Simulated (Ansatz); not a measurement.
`O[Si](O)(F)[SiH2]F` + NH₃ → `N[Si](O)(O)F` + `F[SiH3]`  (cleavage of the Si–Si bond)

Calculated with Ansatz (gas phase, PBE0-D4/def2-TZVP geometries, no zero-point term in ΔE). CCSD(T)/CBS is the MP2 limit (def2-TZVPP, def2-QZVPP) plus CCSD(T) − MP2 in def2-TZVPP, frozen cores. This one scheme is used for every species. Functionals use def2-TZVPP. B3LYP here is the variant with VWN-RPA as its local correlation; programs differ in this. HSE06 is defined as in plane-wave codes. One conformer a species, not always the lowest.

`O[Si](O)(F)[SiH2]F`:

Cartesian coordinates in Å:
```
O 1.296 1.448 -0.095
Si 0.711 -0.076 -0.168
O 0.775 -0.571 -1.712
F 1.632 -0.985 0.772
Si -1.517 -0.306 0.515
F -1.643 0.284 2.006
H 1.599 1.782 0.751
H 1.528 -0.323 -2.254
H -1.952 -1.726 0.545
H -2.428 0.473 -0.361
```

NH₃:

Cartesian coordinates in Å:
```
N 0.120 0.059 -0.248
H -0.339 0.869 0.151
H -0.580 -0.667 -0.334
H 0.799 -0.261 0.431
```

`N[Si](O)(O)F`:

Z-matrix (Å, degrees):
```
Si
O 1 1.629
O 1 1.629 2 115.7
N 1 1.687 2 105.4 3 -122.6
F 1 1.593 2 107.5 3 113.5
H 2 0.958 1 117.1 3 -81.2
H 3 0.958 1 116.2 2 -64.5
H 4 1.005 1 121.5 2 171.4
H 4 1.006 1 120.8 2 -36.3
```

`F[SiH3]`:

Z-matrix (Å, degrees):
```
Si
F 1 1.600
H 1 1.482 2 108.3
H 1 1.482 2 108.3 3 -120.0
H 1 1.482 2 108.3 3 120.0
```

```json
{"level": "LDA (SPW92)", "ΔE (kcal/mol)": "-19.5", "difference from CCSD(T)/CBS": "2.9"}
{"level": "PBE-D4", "ΔE (kcal/mol)": "-16.5", "difference from CCSD(T)/CBS": "5.9"}
{"level": "revPBE-D4", "ΔE (kcal/mol)": "-16.9", "difference from CCSD(T)/CBS": "5.5"}
{"level": "r2SCAN-D4", "ΔE (kcal/mol)": "-21.5", "difference from CCSD(T)/CBS": "0.9"}
{"level": "B3LYP-D4", "ΔE (kcal/mol)": "-20.8", "difference from CCSD(T)/CBS": "1.6"}
{"level": "r2SCAN0-D4", "ΔE (kcal/mol)": "-22.8", "difference from CCSD(T)/CBS": "-0.4"}
{"level": "HSE06-D4", "ΔE (kcal/mol)": "-19.2", "difference from CCSD(T)/CBS": "3.2"}
{"level": "ωB97X-V", "ΔE (kcal/mol)": "-21.4", "difference from CCSD(T)/CBS": "1.0"}
{"level": "ωB97M-V", "ΔE (kcal/mol)": "-23.2", "difference from CCSD(T)/CBS": "-0.8"}
{"level": "PBE-QIDH", "ΔE (kcal/mol)": "-22.7", "difference from CCSD(T)/CBS": "-0.3"}
{"level": "PBE0", "ΔE (kcal/mol)": "-19.7", "difference from CCSD(T)/CBS": "2.7"}
{"level": "r2SCAN0", "ΔE (kcal/mol)": "-23.1", "difference from CCSD(T)/CBS": "-0.7"}
{"level": "HF/def2-SVP", "ΔE (kcal/mol)": "-26.6", "difference from CCSD(T)/CBS": "-4.2"}
{"level": "CCSD(T)/def2-SVP", "ΔE (kcal/mol)": "-23.2", "difference from CCSD(T)/CBS": "-0.8"}
{"level": "MP2/def2-TZVPP", "ΔE (kcal/mol)": "-24.4", "difference from CCSD(T)/CBS": "-2.0"}
{"level": "CCSD/CBS(def2)", "ΔE (kcal/mol)": "-23.1", "difference from CCSD(T)/CBS": "-0.7"}
{"level": "CCSD(T)/CBS", "ΔE (kcal/mol)": "-22.4", "difference from CCSD(T)/CBS": "0"}
```

Largest T1 diagnostic among the species: 0.012.

In def2-TZVPP, CCSD(T) changes the Hartree–Fock value by +4.2 kcal/mol (the triples alone add +0.7 kcal/mol) and MP2 by +2.7 kcal/mol. From r2SCAN to r2SCAN0 (25 % exact exchange), in def2-TZVPP and without D4, ΔE moves by −1.4 kcal/mol.
